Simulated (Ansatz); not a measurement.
Start from `[Cl][Ga]([Cl])[SeH]` and change one atom or group to get `[Cl][Ga]([Cl])[Br]`.

Ansatz, PBE0-D4/def2-TZVP geometries, multiplicity 1. Each molecule was computed in one conformer, which needn't be the lowest.

Scalar relativity is left out up to krypton.

```
                                      property  `[Cl][Ga]([Cl])[SeH]`
            LUMO energy (PBE0/def2-TZVPP) / eV                  -1.68
            HOMO energy (PBE0/def2-TZVPP) / eV                  -7.94
         HOMO energy (ωB97M-V/def2-TZVPP) / eV                 -10.07
          HOMO–LUMO gap (PBE0/def2-TZVPP) / eV                   6.26
           LUMO energy (B3LYP/def2-TZVPP) / eV                  -1.98
size of the dipole moment (PBE/def2-TZVPP) / D                   1.61
```

Q: What does the change do to each property? (An estimate is asked.)

A: Computed: 
| property | `[Cl][Ga]([Cl])[Br]` | shift |
| --- | --- | --- |
| LUMO energy (PBE0/def2-TZVPP) / eV | -2.04 | -0.36 |
| HOMO energy (PBE0/def2-TZVPP) / eV | -9.01 | -1.07 |
| HOMO energy (ωB97M-V/def2-TZVPP) / eV | -11.23 | -1.16 |
| HOMO–LUMO gap (PBE0/def2-TZVPP) / eV | 6.97 | 0.71 |
| LUMO energy (B3LYP/def2-TZVPP) / eV | -2.36 | -0.38 |
| size of the dipole moment (PBE/def2-TZVPP) / D | 0.32 | -1.29 |

With PBE0 the HOMO falls by 1.07 eV and the LUMO falls by 0.36 eV, so the gap widens by about 0.71 eV. PBE moves the HOMO by -0.90 eV and ωB97M-V by -1.16 eV. The zero-point energy changes by -19.6 kJ/mol with -3 modes. Dipoles are sizes alone; their direction can turn.

B3LYP here is the variant with VWN-RPA as its local correlation; programs differ in this.

Spin–orbit coupling is left out; it splits and shifts lone-pair levels of the heavy atoms by tenths of an eV.
